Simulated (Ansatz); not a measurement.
CoBr₂. The state is a quartet with charge 0. Geometry PBE0-D4/def2-TZVP, basis def2-TZVP, Ansatz.

```
run  HOMO (eV)  LUMO (eV)
  A      -6.46      -5.94
  B      -9.92      -3.02
  C     -11.42       1.40
  D      -8.22      -4.40
  E      -8.33      -4.49
  F     -11.31      -2.17
```

LC-ωPBE has ω = 0.4 bohr⁻¹. B3LYP takes the VWN-RPA correlation. HSE06 is defined as in plane-wave codes, on full-range PBE exchange.

HOMO and LUMO are taken over both spins.

Problem. The runs used B3LYP, CAM-B3LYP, HF, HSE06, LC-ωPBE, PBE. Estimate which is which.

Solution. A PBE (0 % exact exchange); B CAM-B3LYP (range-separated); C HF (100 % exact exchange); D HSE06 (range-separated); E B3LYP (20 % exact exchange); F LC-ωPBE (range-separated). Exact exchange lowers occupied and raises empty levels; among semilocal functionals meta-GGAs tend to open the gap a little, and such runs are hard to tell apart. The gap grows from 0.52 eV (PBE) to 12.81 eV (HF).
